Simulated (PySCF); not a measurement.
Polarisability and C₆ of Pd⁺ (palladium, charge +1)

[Kr] 4d9, 2D determinant. Computed with PySCF 2.14 in aug-cc-pVTZ-DK, with the spin-free X2C one-electron Hamiltonian (Gaussian nucleus). Coupled (time-dependent) response in atomic units; α is the mean over directions.

```csv
method,mean α (bohr³),"α xx, yy, zz",C₆ (like pair),S(−4)
r2SCANh,11.26,"10.94, 10.94, 11.88",69.60,45.25
```

S(−4) is the Cauchy moment in α(ω) = α(0) + S(−4) ω² + …

Spin-orbit coupling is absent.

α(iu) at r2SCANh:

```csv
u (hartree),α(iu) (bohr³)
0,11.26
0.0500,11.14
0.100,10.83
0.200,9.850
0.300,8.755
0.500,6.941
0.750,5.381
1.00,4.290
1.50,2.888
2.00,2.062
3.00,1.189
5.00,0.5325
```

A single London oscillator, α(iu) = α/(1 + u²/ω²), gives C₆ = (3/4) ω α². Matching the computed C₆ needs ω = 4 × 69.60 / (3 × 11.26²) = 0.732 hartree.

For an ion, C₆ is the dispersion term alone; charge-induced terms of lower order in 1/R come first.

The components differ because the open shell of this determinant is not spherical; for a pure term their mean is the scalar polarisability.
